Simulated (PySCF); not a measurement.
**Electron correlation in B⁺ (boron, charge +1)**

[He] 2s2, closed-shell 1S. Calculation: PySCF 2.14, in def2-TZVPPD (6s3p3d1f, 37 functions); no relativity, point nucleus. Frozen: nothing; 4 electrons correlated.

```
  level  correlation energy (mhartree)
   CCSD                         -74.68
    (T)                          -0.26
CCSD(T)                         -74.94
  CCSDT                         -74.95
```

Diagnostics: T1 = 0.0084, D1 = 0.0167, largest double amplitude 0.149.

Cost of the coupled-cluster step: about 0.6 core-seconds, for 4 correlated electrons.

This basis was not built for core-valence correlation, so the inner-shell part is incomplete.
